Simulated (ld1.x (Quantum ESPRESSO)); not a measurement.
The numbers below are computed, except where a source is named.
# Potentials for Si (Z = 14) compared

Generated with ld1.x 7.5 (TM, RRKJ, ultrasoft, PAW), atompaw 4.2 or ONCVPSP 4.0.1. The cutoff is in Ry: for ld1.x and atompaw files where the sum of valence levels is converged to 10 mRy in a Bessel basis, for ONCV files where the hardest occupied wave has 1 mHa per electron of residual kinetic energy. The error is the largest all-electron minus pseudo excitation energy over each file’s own four to seven test configurations (ionisations up to +4, promotions, holes and added fractions of an electron), all of which were solved. The labels leave out finer settings (local radius, basis sizes, second energies), which also bear on the numbers. Spin-polarised tests are not counted. The rows are a selection from randomly drawn settings: files with unsolved tests, undetermined cutoffs or missed reference levels are left out.

| potential | cutoff (Ry) | largest error (meV) | bound ghosts |
| --- | --- | --- | --- |
| ultrasoft, PBEsol, scalar-relativistic, rc 2.05/2.35 (sp), local smoothed, core correction no, reference 3s2 3p2 | 8 | +51 | none |
| ultrasoft, LDA (PZ), scalar-relativistic, rc 1.80/2.00/1.90 (spd), local smoothed, core correction yes, reference 3s2 3p1.75 | 10 | +46 | none |
| TM, PBEsol, scalar-relativistic, rc 1.25/1.95 (sp), local s, core correction no, reference 3s2 3p0.5 | 50 | +65 | none |
| RRKJ, PBE, non-relativistic, rc 1.70/1.65/1.40 (spd), local s, core correction yes, reference 3s2 3p1 | 15 | +33 | none |

**Question.** Fill in the row for Si: PAW, LDA (PZ), non-relativistic, rc 1.85/1.65 (sp), local smoothed, core correction yes, reference 3s2 3p1.5.

**Answer.** cutoff 8 Ry, largest error -63 meV, bound ghosts: none.

**Question.** Fill in the row for Si: TM, PBE, non-relativistic, rc 1.75/1.55 (sp), local smoothed, core correction yes, reference 3s2 3p1.5.

**Answer.** cutoff 30 Ry, largest error +71 meV, bound ghosts: none.

**Question.** Fill in the row for Si: ultrasoft, LDA (PZ), non-relativistic, rc 1.60/1.75 (sp), local smoothed, core correction yes, reference 3s2 3p2.

**Answer.** cutoff 12 Ry, largest error +19 meV, bound ghosts: none.
